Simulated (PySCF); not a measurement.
A GIAO shielding run with PySCF (density fitting, non-relativistic, gas phase) on SMILES O(CC)[Si@@H](C=O)[C@@H](C)F, C$_{5}$H$_{11}$FO$_{2}$Si:

```
$ OMP_NUM_THREADS=1 python probes_run.py task.json out

{"job": {"kind": "nmr", "xc": "PBE0", "basis": "pcSseg-1"}, "charge": 0, "multiplicity": 1}
C      2.805826    -0.423734     0.466558
C      2.029929     0.006033    -0.766339
O      0.642864    -0.219817    -0.627097
Si    -0.436231     0.444797     0.366518
C     -0.384293     2.368553     0.326435
O      0.579130     2.975753    -0.076768
C     -2.117083    -0.144876    -0.341213
C     -2.385638    -1.625698    -0.143597
F     -3.114824     0.577650     0.315330
H      3.871362    -0.314800     0.285862
H      2.526280     0.194159     1.315819
H      2.589799    -1.462566     0.702161
H      2.198824     1.067641    -0.964900
H      2.343849    -0.576512    -1.637613
H     -0.309107     0.056910     1.776615
H     -1.267209     2.936963     0.682344
H     -2.236145     0.113878    -1.400119
H     -1.612955    -2.197212    -0.647630
H     -3.357496    -1.898172    -0.550940
H     -2.372030    -1.868271     0.915536
```

Hardware: 1 thread of an Arm Neoverse N1, shared host. The job also computes population analyses, field gradients.

Problem. How large is the calculation?

Solution. 80 electrons, 215 basis functions and 1137 auxiliary functions.

Problem. How long does it take, and how much memory does it need?

Solution. 67 s of wall time, with 15 SCF cycles and 5 response iterations; peak memory 1 GiB. Times on a shared host scatter by some tens of per cent.
